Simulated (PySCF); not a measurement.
## Correlation energy of Ni²⁺ (nickel, charge +2)

[Ar] 3d7 4s1, high-spin 5F determinant (an excited configuration). Computed with PySCF 2.14 in aug-cc-pwCVTZ-DK (10s9p7d4f3g, 127 functions), with the spin-free X2C one-electron Hamiltonian (Gaussian nucleus). Frozen: [Ne]; 16 electrons correlated.

MP2 pair energies summed by pair of shells (mhartree):

```
 pair   energy  share (%)
3p-3d  -247.54       38.0
3d-3d  -195.56       30.0
3p-3p   -77.74       11.9
3s-3d   -49.54        7.6
3s-3p   -39.65        6.1
3d-4s   -24.41        3.7
3p-4s   -10.52        1.6
3s-3s    -5.41        0.8
3s-4s    -1.11        0.2
```

Total MP2 correlation energy: -651.47 mhartree.

Same-spin part -211.58 and opposite-spin part -439.89 mhartree; SCS-MP2 scales them by 1/3 and 6/5 to -598.39 mhartree.
